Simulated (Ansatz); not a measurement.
Reaction (atomization): `C=C[Si](N)(F)Cl` → 2 C• + Cl• + F• + 5 H• + N• + Si•

Calculated with Ansatz (gas phase, PBE0-D4/def2-TZVP geometries, no zero-point term in ΔE). CCSD(T)/CBS is the MP2 limit (def2-TZVPP, def2-QZVPP) plus CCSD(T) − MP2 in def2-TZVPP, frozen cores. This one scheme is used for every species, atoms too. For atomizations the MP2-based limit and the directly extrapolated one differ by several kJ/mol either way, and by 10 to 25 for some Ge, Se and Sn compounds, so smaller differences from it don't rank the levels. DFT in def2-TZVPP. B3LYP here is the variant with VWN-RPA as its local correlation; programs differ in this. No spin–orbit coupling; open shells (•) take unrestricted orbitals. Spin–orbit coupling would lower the free atoms: a little for C, Cl, F, Si. Each species was taken in one conformer, which may not be the lowest.

```
             level  ΔE (kJ/mol)  difference from CCSD(T)/CBS
            PBE-D4       4489.1                         80.3
           PBE0-D4       4405.6                         -3.2
      CAM-B3LYP-D4       4417.2                          8.4
           ωB97X-V       4413.1                          4.3
          PBE-QIDH       4374.0                        -34.8
            revPBE       4293.6                       -115.2
             B3LYP       4349.4                        -59.4
           r2SCAN0       4326.0                        -82.8
    MP2/def2-TZVPP       4381.0                        -27.8
SCS-MP2/def2-QZVPP       4431.5                         22.7
       CCSD(T)/CBS       4408.8                            0
```

Largest T1 diagnostic among the species: 0.012.

From BLYP to BHLYP (50 % exact exchange), in def2-TZVPP and without D4, ΔE moves by −101.1 kJ/mol: exact exchange takes away binding that semilocal exchange gives to molecules. At CCSD(T), def2-SVP lies −312.5 kJ/mol from the extrapolated value and def2-TZVPP −131.9 kJ/mol: correlation converges slowly with the basis, and small sets miss more of it in the bonded molecule than in its fragments.
